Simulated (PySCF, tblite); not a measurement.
A database entry of computed molecular properties. Lists by class give the value and the number of equivalent atoms.

```json
{
 "formula": "C5H12Si3",
 "smiles": "C#C[Si@@H]1[SiH2]C[C@@H]1C[SiH3]",
 "inchi": "InChI=1S/C5H12Si3/c1-2-8-5(3-6)4-7-8/h1,5,8H,3-4,7H2,6H3/t5-,8-/m0/s1",
 "charge": 0,
 "multiplicity": 1,
 "geometry_level": "GFN2-xTB",
 "atoms_angstrom": [
  ["C", 3.319, -0.219, -1.476],
  ["C", 2.598, 0.391, -0.73],
  ["Si", 1.443, 1.248, 0.437],
  ["Si", 0.986, 0.165, 2.448],
  ["C", -0.493, -0.379, 1.346],
  ["C", -0.372, 0.612, 0.162],
  ["C", -0.703, -0.005, -1.192],
  ["Si", -2.476, -0.682, -1.316],
  ["H", 3.955, -0.739, -2.133],
  ["H", 1.639, 2.687, 0.195],
  ["H", 0.578, 0.983, 3.597],
  ["H", 1.776, -0.952, 2.979],
  ["H", -0.335, -1.396, 0.984],
  ["H", -1.482, -0.364, 1.802],
  ["H", -1.067, 1.443, 0.333],
  ["H", 0.017, -0.8, -1.405],
  ["H", -0.555, 0.752, -1.968],
  ["H", -2.651, -1.876, -0.486],
  ["H", -3.421, 0.348, -0.871],
  ["H", -2.761, -1.034, -2.709]
 ],
 "electronic_structure_code": "PySCF",
 "results": {
  "GFN2-xTB geometry": {
   "point_group": "C1",
   "rotational_constants_GHz": [1.45, 0.785, 0.574]
  },
  "PBE0/pcSseg-1 ground state and GIAO shieldings, non-relativistic": {
   "dipole_D": 0.42,
   "homo_eV": -7.22,
   "lumo_eV": -0.53,
   "shift_vs_computed_TMS_C_by_class_ppm": [
    [110.1, 1],
    [86.1, 1],
    [30.3, 1],
    [19.3, 1],
    [19.2, 1]
   ],
   "shift_vs_computed_TMS_H_by_class_ppm": [
    [5.18, 1],
    [4.57, 1],
    [4.51, 1],
    [3.85, 3],
    [2.31, 1],
    [1.97, 1],
    [1.86, 1],
    [1.49, 1],
    [1.23, 1],
    [1.12, 1]
   ],
   "shielding_other_nuclei_by_class_ppm": [
    ["Si", 386.3, 1],
    ["Si", 411.3, 1],
    ["Si", 424.6, 1]
   ],
   "charges_hirshfeld_e_by_atom": [-0.09, -0.15, 0.28, 0.25, -0.16, -0.1, -0.16, 0.31, 0.1, -0.07, -0.08, -0.07, 0.04, 0.04, 0.03, 0.03, 0.04, -0.08, -0.08, -0.08]
  },
  "GFN2-xTB harmonic vibrations, gas phase": {
   "strongest_ir_bands_cm-1_km_per_mol_modes": [
    [795.3, 430.7, 1],
    [799.8, 352.6, 1],
    [2147.6, 297.5, 1],
    [2190.6, 445.8, 1],
    [2235.7, 376.3, 1],
    [2246.4, 449.5, 1]
   ],
   "zpe_kcal_per_mol": 87.0
  }
 }
}
```

With B = h/(8π²I), that is 505.379 GHz u Å² over I, the principal moments of inertia are 348.6, 644.0 and 880.4 u Å² (most abundant isotopes). The dipole equals about 1.4 × 10⁻³⁰ C·m (1 D = 3.33564 × 10⁻³⁰ C·m). The rotational constants make it an asymmetric top with κ = (2B − A − C)/(A − C) = -0.52, nearer the prolate limit (−1).

 NMR classes are plain means over equivalent atoms (diastereotopic ones count apart unless rotation or inversion swaps them), as if these changed places fast; in this geometry the members of some classes differ.

The values belong to the conformer `[CH:1]#[C:2][Si@@H:3]1[SiH2:4][CH2:5][C@@H:6]1[CH2:7][SiH3:8]`: C5–C6–C7–Si8 60°.
